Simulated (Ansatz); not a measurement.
`CB[Si](F)(F)F` + H₂Te → `CB[TeH]` + `F[SiH](F)F` at 700 K and 1 bar (cleavage of the B–Si bond).

Computed with Ansatz on PBE0-D4/def2-TZVP structures; ΔE is electronic, products minus reactants. CCSD(T)/CBS is the MP2 limit (def2-TZVPP, def2-QZVPP) plus CCSD(T) − MP2 in def2-TZVPP, frozen cores. def2 core potentials past Kr. For Te outer-core shells are correlated without core-valence functions, which leaves a few kJ/mol of doubt a bond. One conformer a species, not always the lowest.

```
        species  CCSD(T)/CBS energy (Eh)  H − E (kJ/mol)  S (J/(mol·K))
`CB[Si](F)(F)F`               -653.90979           235.8          498.5
           H₂Te               -268.91024            57.2          261.6
      `CB[TeH]`               -333.59211           203.9          394.8
   `F[SiH](F)F`               -589.26725            92.9          344.3
```

H − E and S are ideal-gas, rigid-rotor, harmonic terms from PBE0-D4/def2-TZVP, for one conformer and one mirror image of each species. 1 Eh = 2625.50 kJ/mol, R = 8.31446 J/(mol·K).

Task: By hand: ΔE, ΔH, ΔS and ΔG.

Result: ΔE = (-333.59211) + (-589.26725) − (-653.90979) − (-268.91024) = -0.03933 Eh = -103.3 kJ/mol. Δ(H − E) = 203.9 + 92.9 − 235.8 − 57.2 = 3.8, so ΔH = -99.5 kJ/mol. ΔS = 394.8 + 344.3 − 498.5 − 261.6 = -21.0 J/(mol·K). ΔG = -99.5 − 700 × (-21.0)/1000 = -84.8 kJ/mol.

Task: By hand: the equilibrium constant, and the temperature at which ΔG would vanish if ΔH and ΔS stayed fixed.

Result: log₁₀ K = −ΔG/(RT ln 10) = 6.3. ΔG = 0 at ΔH/ΔS = 4738 K, far beyond where these terms or the molecules hold.

ΔH outweighs TΔS. A doubt of 5 kJ/mol in ΔE shifts log₁₀ K by 0.4 here. Other conformers and mirror images would add mixing entropy, several J/(mol·K) or more a flexible species. Modes under 60 cm⁻¹, often nearly free rotors, make the harmonic entropy too high. These are equilibria of isolated gas molecules and say nothing of rates. Largest T1 diagnostic: 0.013 (customary marks: 0.02 for closed shells, 0.045 for open ones).
